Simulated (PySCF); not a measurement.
Species: C7H8FNSi.
Structure used (GFN2-xTB), in Å, numbered top down from 1:
```xyz
18
C7H8FNSi angstrom
C     -4.219    0.575   -0.496
C     -2.824    0.295   -0.244
C     -1.662    0.064   -0.037
C     -0.304   -0.207    0.208
C      0.238   -1.101    1.183
C      1.591   -1.053    1.072
N      1.950   -0.174    0.077
Si     3.548    0.278   -0.494
C      0.788    0.320   -0.426
F      0.856    1.214   -1.425
H     -4.313    1.487   -1.086
H     -4.751    0.706    0.447
H     -4.674   -0.250   -1.045
H     -0.338   -1.692    1.866
H      2.346   -1.575    1.623
H      4.441   -0.509    0.350
H      3.626   -0.090   -1.905
H      3.693    1.717   -0.288
```

Probes without a nucleus sit at each ring's centroid and 1 Å off its mean plane on both sides; NICS is minus the shielding there, NICSzz its component along the normal. Level: GIAO PBE0/pcSseg-1 (PySCF, non-relativistic, gas phase) on the GFN2-xTB geometry, one conformer.

Ring bond lengths (Å), with Mayer bond orders in brackets: C4–C5 1.430 (1.28), C5–C6 1.358 (1.61), C6–N7 1.376 (1.07), N7–C9 1.360 (1.12), C9–C4 1.368 (1.51).

**Question.** Give the NICS values of each ring in ppm.

**Answer.** 
| ring | type | NICS(0) | NICS(1), two faces | NICS(1)zz, two faces | rms pucker (Å) | centre to ring atoms, mean (Å) |
| --- | --- | --- | --- | --- | --- | --- |
| C4–C5–C6–N7–C9 | 5-membered ring with N; formal bonds all aromatic | -14.1 | -9.7 / -9.7 | -23.7 / -23.7 | 0.00 | 1.17 |

**Question.** What do they say, and how far can they be read as aromaticity?

**Answer.** 
- C4–C5–C6–N7–C9: mean NICS(1)zz -23.7 ppm, shielded. For a flat ring without four-coordinate atoms the NICS criterion counts such a value as aromatic.

**Question.** What does the geometric index give? HOMA = 1 − mean of α(R − Ropt)² over the ring bonds, with Krygowski's 1993 parameters (CC: Ropt 1.388 Å, α 257.7 Å⁻²; CN: Ropt 1.334 Å, α 93.52 Å⁻²).

**Answer.** 
- C4–C5–C6–N7–C9: HOMA 0.80; the largest term is that of C4–C5, α(R − Ropt)² = 0.44. The geometric and the magnetic index point the same way.

**Question.** What field does 14.1 T along the ring normal induce along that normal at the second NICS(1) probe listed for ring C4–C5–C6–N7–C9, 1 Å off the ring?

**Answer.** NICSzz × B0 = -23.7 ppm × 14.1 T = -334 μT, against the applied field.

**Question.** List the ring angles and the Hirshfeld charges of the ring atoms.

**Answer.** 
- C4–C5–C6–N7–C9: C4 104.7° (-0.053 e), C5 107.5° (-0.086 e), C6 110.0° (-0.038 e), N7 106.1° (-0.116 e), C9 111.8° (+0.116 e); sum 540.0° against 540° for a flat convex ring.

**Question.** What are the shieldings of the ring atoms and their hydrogens in the same run (means over atoms taken as equivalent)?

**Answer.** 
```tsv
atoms	environment	σ isotropic (ppm)	principal values of the symmetric part, first atom (ppm)
C4	substituted aromatic carbon	93.9	52.9, 72.6, 156.3
C5	aromatic CH carbon	66.7	-12.7, 60.5, 152.2
C6	aromatic CH next to a ring nitrogen	69.9	-11.3, 87.5, 133.6
N7	pyrrole-type nitrogen	115.0	50.7, 108.4, 186.0
C9	aromatic C–F carbon	23.9	-38.9, 46.4, 64.4
H14	aromatic hydrogen	25.32	22.8, 26.3, 26.8
H15	aromatic hydrogen	25.78	21.8, 27.1, 28.5
```
